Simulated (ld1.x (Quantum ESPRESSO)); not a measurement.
# Logarithmic derivatives: niobium (Nb), TM

* Element: niobium
* Generator: ld1.x (Quantum ESPRESSO) 7.5
* Type: norm-conserving Troullier–Martins (Kleinman–Bylander form)
* Functional: PBEsol
* Relativity: scalar-relativistic
* Frozen core: [Ar] 3d10 4s2
* Valence charge: 11
* Reference configuration: 4p6 4d4 5s0 5p1
* Partial waves: 5s (bound, empty): rc 2.25 bohr; 4p (bound): rc 1.15 bohr; 4d (bound): rc 2.75 bohr
* Local potential: the d channel
* Core correction: none

Occupied shells without a wave of their own: 5p. They enter only through the test configuration that unscreens the potential.

The phase is arctan(r·u′/u) with u = r·R(r), unwrapped; energies in Ry, scanned from -5 to 5 Ry. A pole is an energy at which the radial function vanishes at the test radius. The pseudo phase is shifted by a multiple of π to meet the all-electron one at the reference energy, and phase errors are pseudo minus all-electron; the curves can meet again beyond the range given. Levels narrower than the energy grid can be missing from the lists of poles.

Task: For each channel, where are the poles, and over which energies does the pseudopotential scatter like the atom?

Result:

```tsv
channel	radius (bohr)	reference energy (Ry)	poles, all-electron	poles, pseudo	unbroken range about the reference energy with phases within 0.05 rad	phase error 1 Ry above the reference energy (rad)
s	2.98	-0.35	-4.36, 1.60	-2.31, 1.55	-2.2 to 2.8	-0.001
p	2.98	-2.63	-2.58, 2.62	-2.58, 2.46	below 0.2	+0.003
d	2.98	-0.31	0.06, 4.54	0.06, 4.99	below 1.2	+0.017
```

Note: ghost state, extra bound levels that the all-electron valence spectrum of the same l lacks: s at -31.7 eV. A true bound ghost makes a file unfit for plane-wave use.

Phases in the p channel:

| E (Ry) | all-electron | pseudo |
| --- | --- | --- |
| -5.00 | 1.409 | 1.409 |
| -4.48 | 1.397 | 1.397 |
| -3.96 | 1.381 | 1.382 |
| -3.44 | 1.357 | 1.358 |
| -2.92 | 1.286 | 1.287 |
| -2.40 | -1.725 | -1.724 |
| -1.88 | -1.806 | -1.804 |
| -1.36 | -1.866 | -1.862 |
| -0.84 | -1.957 | -1.949 |
| -0.32 | -2.149 | -2.132 |
| 0.20 | -2.770 | -2.717 |
| 0.72 | -3.998 | -3.981 |
| 1.24 | -4.438 | -4.444 |
| 1.76 | -4.593 | -4.604 |
| 2.28 | -4.675 | -4.689 |
| 2.80 | -4.731 | -4.751 |
| 3.32 | -4.779 | -4.809 |
| 3.84 | -4.828 | -4.879 |
| 4.36 | -4.892 | -4.998 |
| 4.88 | -4.999 | -5.321 |
